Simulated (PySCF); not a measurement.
Computed with CAM-B3LYP-D3(BJ)/def2-TZVP run with PySCF. All species are isolated molecules in the gas phase. One relaxed conformer stands for a flexible species; it need not be the lowest. Delta-SCF ions had no search for a lower state. Excitations are Tamm–Dancoff values on a coarser integration grid. The basis has no diffuse functions, so Rydberg states are missing or too high.

Reference species (SMILES): `[SH][Ga]([F])[F]` (F–Ga–S–H torsion 0°) (neutral, multiplicity 1).

```
Property                                   Value
--------------------------------------  --------
LUMO                                    -0.71 eV
vertical ionisation energy (Delta-SCF)  11.11 eV
HOMO                                    -9.97 eV
T1 excitation (TDA)                      5.09 eV
```

Changed species: `[F][Ga]([F])[F]` (0 of 3 F replaced by SH; the reference has 1 of 3 F replaced by SH).

**Question.** Give the shifts of the LUMO, vertical ionisation energy (Delta-SCF), HOMO and T1 excitation (TDA).

**Answer.** the LUMO falls by 0.73 eV, to -1.44 eV; the vertical ionisation energy (Delta-SCF) goes up by 3.74 eV, to 14.85 eV; the HOMO falls by 3.42 eV, to -13.39 eV; the T1 excitation (TDA) goes up by 2.21 eV, to 7.30 eV.
